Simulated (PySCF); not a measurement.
# Electronic absorption of CH9PS2Si2

CH₉PS₂Si₂.
SMILES: `CS[Si@H](P)S[SiH3]`

Computed with TDDFT CAM-B3LYP/def2-SVPD, vertical, gas phase, core orbitals frozen in the response (PySCF 2.14.0, density-fitted response routines). The structure is a single PBE0-D3(BJ)/def2-SVP conformer in the gas phase; no vibrational or solvent corrections. Torsions of this conformer, `[CH3:1][S:2][Si@H:3]([PH2:4])[S:5][SiH3:6]`: C1–S2–Si3–P4 -178°, S2–Si3–S5–Si6 -177°, H–P4–Si3–S2 -43°, H–P4–Si3–S2 51°.

```tsv
state	E (eV)	E (hartree)	f	main configurations (H = HOMO, L = LUMO)
S1	5.61	0.2061	0.0096	H→L (60%), H→L+1 (15%)
S2	6.00	0.2206	0.0097	H-1→L (62%), H-1→L+2 (20%)
S3	6.16	0.2266	0.0012	H-1→L+1 (46%), H-1→L+2 (17%)
S4	6.26	0.2299	0.0035	H→L+4 (29%), H-1→L+2 (19%), H→L+1 (15%)
S5	6.29	0.2311	0.0046	H→L+4 (27%), H-1→L+1 (20%), H-1→L+2 (13%)
S6	6.57	0.2415	0.0054	H-2→L (27%), H-2→L+2 (12%), H-1→L+5 (12%)
S7	6.58	0.2419	0.0061	H→L+2 (49%), H→L+3 (14%), H→L+4 (10%)
S8	6.67	0.2450	0.046	H→L+1 (26%), H→L (17%), H→L+2 (12%)
S9	6.74	0.2478	0.0049	H-1→L+4 (36%), H-2→L+1 (20%), H-1→L+3 (8%)
S10	6.89	0.2532	0.139	H-1→L+3 (38%), H-2→L+2 (18%)
```

Triplets (Tamm–Dancoff): T1 5.25 eV, H→L (54%), H→L+1 (12%); T2 5.55 eV, H-1→L+1 (22%), H-1→L+2 (13%), H-2→L+1 (13%); T3 5.65 eV, H-1→L (52%), H-1→L+2 (10%); T4 5.76 eV, H→L+4 (44%), H→L+1 (17%), H→L+3 (10%).

The lowest singlet lies at 5.61 eV (221 nm, ultraviolet) and is weak; its leading configuration is HOMO→LUMO (60%). The most intense listed level is S10 at 6.89 eV (180 nm, f = 0.139), 1.28 eV above S1. It is the last of those listed, so stronger ones may follow. Löwdin shares by element: HOMO sulfur 73%, carbon 10%, silicon 8% or more; LUMO sulfur 39%, silicon 24% (atoms not listed hold the other 37%). The oscillator strengths of these states sum to 0.230; summed over the whole spectrum of an exact calculation they would give the number of electrons, 90 (Thomas–Reiche–Kuhn). Orbital energies (eV): HOMO-3 -10.08, HOMO-2 -9.18, HOMO-1 -8.59, HOMO -8.43, LUMO 0.55, LUMO+1 0.75, LUMO+2 0.92. Weighted by f, the mean energy of these states is 6.71 eV. The vertical ionisation energy (ΔSCF) is 9.07 eV, 2.18 eV above S10. Singlets were solved by full linear response, triplets in the Tamm–Dancoff approximation.
